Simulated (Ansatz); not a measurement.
# What each rung costs, and what it gives

Saddle point of BSi$_{4}$H$_{10}$Cl$_{3}$O, closed shell (Si₄H₁₀O ([OH][Si]([SiH3])([SiH3])[SiH3]) + BCl₃ ([Cl][B]([Cl])[Cl]) → BSi₄H₉Cl₂O ([SiH3][Si]([SiH3])([SiH3])[O][B]([Cl])[Cl]) + HCl; bonds formed: Cl2–H5; dative contacts that become bonds: B1–O6; bonds broken: B1–Cl2, H5–O6), PBE0-D4/def2-TZVP structure:

```xyz
19
angstrom
B 0.5951 -1.4548 1.9128
Cl 0.3006 -0.3890 3.8294
Cl 2.2141 -2.1664 1.9041
Cl -0.7847 -2.5500 1.6775
H 0.2903 0.2715 2.4786
O 0.4716 -0.1432 1.3062
Si -0.0293 0.2644 -0.2854
Si 0.4328 2.5475 -0.5054
Si 1.2425 -1.0033 -1.7916
Si -2.3269 -0.1367 -0.5542
H 1.8860 2.8088 -0.3379
H -0.3280 3.3281 0.5066
H 0.0049 2.9600 -1.8680
H 0.7894 -0.6061 -3.1538
H 0.9964 -2.4539 -1.5920
H 2.6908 -0.7041 -1.6470
H -2.7992 0.7728 -1.6355
H -2.6044 -1.5396 -0.9502
H -3.0417 0.1937 0.7060
```

Barriers are electronic and count from the start structure reached by relaxing down the imaginary mode.

Program: Ansatz 0.2.0. Basis: as named in each row. Cores are frozen in the correlated methods. B3LYP uses VWN-RPA correlation. Extrapolation: Hartree–Fock as exp(−7.88 √X), correlation as X^−2.97.

Times are rough, for one single point on 4 threads of a shared host (AMD EPYC 7R13), with one NVIDIA H100 (or a share of it) where marked.

The estimate by CCSD(T) at an estimated basis limit (MP2 extrapolated from triple and quadruple zeta, plus CCSD(T) − MP2 in triple zeta) is 21.48 kcal/mol.

```json
{"method": "HF", "basis": "STO-3G", "time (s)": "under 1", "barrier (kcal/mol)": "46.56", "method less estimate": "25.08"}
{"method": "PBE-D4", "basis": "STO-3G", "time (s)": "1", "barrier (kcal/mol)": "18.55", "method less estimate": "-2.93"}
{"method": "SPW92", "basis": "def2-SVP", "time (s)": "2", "barrier (kcal/mol)": "14.07", "method less estimate": "-7.41"}
{"method": "BLYP-D4", "basis": "def2-TZVPP", "time (s)": "2 (H100)", "barrier (kcal/mol)": "15.26", "method less estimate": "-6.21"}
{"method": "PBE-D4", "basis": "def2-TZVPP", "time (s)": "2 (H100)", "barrier (kcal/mol)": "15.03", "method less estimate": "-6.44"}
{"method": "B3LYP-D4", "basis": "def2-TZVPP", "time (s)": "2 (H100)", "barrier (kcal/mol)": "18.08", "method less estimate": "-3.39"}
{"method": "SPW92", "basis": "def2-TZVPP", "time (s)": "2 (H100)", "barrier (kcal/mol)": "14.18", "method less estimate": "-7.29"}
{"method": "BHLYP-D4", "basis": "def2-TZVPP", "time (s)": "2 (H100)", "barrier (kcal/mol)": "22.30", "method less estimate": "0.82"}
{"method": "r2SCAN0-D4", "basis": "def2-TZVPP", "time (s)": "2 (H100)", "barrier (kcal/mol)": "19.41", "method less estimate": "-2.07"}
{"method": "CAM-B3LYP-D4", "basis": "def2-TZVPP", "time (s)": "2 (H100)", "barrier (kcal/mol)": "19.53", "method less estimate": "-1.95"}
{"method": "PBE-D4", "basis": "def2-SVP", "time (s)": "3", "barrier (kcal/mol)": "15.11", "method less estimate": "-6.37"}
{"method": "wB97X-V", "basis": "def2-TZVPP", "time (s)": "3 (H100)", "barrier (kcal/mol)": "21.36", "method less estimate": "-0.11"}
{"method": "B3LYP-D4", "basis": "6-31G", "time (s)": "3", "barrier (kcal/mol)": "24.43", "method less estimate": "2.95"}
{"method": "B2PLYP", "basis": "def2-TZVPP", "time (s)": "3 (H100)", "barrier (kcal/mol)": "18.56", "method less estimate": "-2.91"}
{"method": "PBE-QIDH", "basis": "def2-TZVPP", "time (s)": "3 (H100)", "barrier (kcal/mol)": "20.68", "method less estimate": "-0.79"}
{"method": "wB97M-V", "basis": "def2-TZVPP", "time (s)": "3 (H100)", "barrier (kcal/mol)": "21.24", "method less estimate": "-0.23"}
{"method": "r2SCAN-D4", "basis": "def2-TZVPP", "time (s)": "3 (H100)", "barrier (kcal/mol)": "16.67", "method less estimate": "-4.81"}
{"method": "RPA on PBE", "basis": "def2-TZVPP", "time (s)": "3 (H100)", "barrier (kcal/mol)": "19.37", "method less estimate": "-2.11"}
{"method": "PBE0-D4", "basis": "def2-SVP", "time (s)": "4", "barrier (kcal/mol)": "19.27", "method less estimate": "-2.20"}
{"method": "PBE0-D4", "basis": "def2-TZVPP", "time (s)": "4 (H100)", "barrier (kcal/mol)": "18.63", "method less estimate": "-2.84"}
{"method": "CCSD(T)", "basis": "def2-SVP", "time (s)": "5 (H100)", "barrier (kcal/mol)": "21.34", "method less estimate": "-0.14"}
{"method": "B97M-V", "basis": "def2-TZVPP", "time (s)": "6 (H100)", "barrier (kcal/mol)": "20.00", "method less estimate": "-1.48"}
{"method": "MP2", "basis": "def2-QZVPP", "time (s)": "6 (H100)", "barrier (kcal/mol)": "20.57", "method less estimate": "-0.90"}
{"method": "wB97M-V", "basis": "def2-SVP", "time (s)": "13", "barrier (kcal/mol)": "21.48", "method less estimate": "0.00"}
{"method": "CCSD(T)", "basis": "def2-TZVPP", "time (s)": "30 (H100)", "barrier (kcal/mol)": "20.49", "method less estimate": "-0.98"}
```

All methods are single points on the PBE0-D4 structures.

T1 diagnostic: at most 0.013.

The step is the kind of ligand exchange by which a precursor binds to a hydroxyl group, or is hydrolysed, in atomic layer deposition of oxides. Here a small cluster stands in for the surface site.

Labels in which every atom is bracketed show which atoms are joined, not bond orders.
